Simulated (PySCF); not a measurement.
**Electron correlation in N+ (nitrogen, charge +1)**

[He] 2s2 2p1 3s1, high-spin 3P determinant (an excited configuration). Computed with PySCF 2.14 in aug-cc-pVDZ-DK, with the spin-free X2C one-electron Hamiltonian (Gaussian nucleus). Frozen: 1s2; 4 electrons correlated.

| level | correlation energy (mhartree) |
| --- | --- |
| CCSD | -80.85 |
| (T) | -1.72 |
| CCSD(T) | -82.57 |
| CCSDT | -83.03 |

Diagnostics: T1 = 0.0089, D1 = 0.0217, largest double amplitude 0.128.

The outer electron is Rydberg-like, and this basis confines it to a smaller radius and binds it less than a complete one would.

Cost of the coupled-cluster step: roughly 0.3 core-seconds, for 4 correlated electrons.

Iterations:

```
CC2 = 0
CCSD nocc = (np.int64(3), np.int64(1)), nmo = (22, 22)
frozen orbitals [[0], [0]]
max_cycle = 100
direct = 0
conv_tol = 1e-08
conv_tol_normt = 1e-06
diis_space = 8
diis_start_cycle = 0
Init t2, MP2 energy = -0.0542537547085031
Init E_corr(UCCSD) = -0.0542537547085193
cycle = 1  E_corr(UCCSD) = -0.0726700384898306  dE = -0.0184162838  norm(t1,t2) = 0.0666812
cycle = 2  E_corr(UCCSD) = -0.0804145066831669  dE = -0.00774446819  norm(t1,t2) = 0.0514267
cycle = 3  E_corr(UCCSD) = -0.0795809183217115  dE = 0.000833588361  norm(t1,t2) = 0.05517
cycle = 4  E_corr(UCCSD) = -0.0803624667598846  dE = -0.000781548438  norm(t1,t2) = 0.0533623
cycle = 5  E_corr(UCCSD) = -0.0807609563606957  dE = -0.000398489601  norm(t1,t2) = 0.00810153
cycle = 6  E_corr(UCCSD) = -0.0808145634815024  dE = -5.36071208e-05  norm(t1,t2) = 0.00293924
cycle = 7  E_corr(UCCSD) = -0.0808786620495727  dE = -6.40985681e-05  norm(t1,t2) = 0.00135832
cycle = 8  E_corr(UCCSD) = -0.0808463968112726  dE = 3.22652383e-05  norm(t1,t2) = 0.000676736
cycle = 9  E_corr(UCCSD) = -0.080852198115452  dE = -5.80130418e-06  norm(t1,t2) = 0.000138528
cycle = 10  E_corr(UCCSD) = -0.0808501156640249  dE = 2.08245143e-06  norm(t1,t2) = 3.02154e-05
cycle = 11  E_corr(UCCSD) = -0.0808512477525951  dE = -1.13208857e-06  norm(t1,t2) = 1.20692e-05
cycle = 12  E_corr(UCCSD) = -0.0808514765835907  dE = -2.28830996e-07  norm(t1,t2) = 1.87968e-06
cycle = 13  E_corr(UCCSD) = -0.0808514032293045  dE = 7.33542862e-08  norm(t1,t2) = 5.00653e-07
cycle = 14  E_corr(UCCSD) = -0.0808514007748132  dE = 2.45449124e-09  norm(t1,t2) = 3.48866e-07
UCCSD converged
E(UCCSD) = -53.31501343124729  E_corr = -0.08085140077481325
UCCSD(T) correction = -0.00172275748593987
```
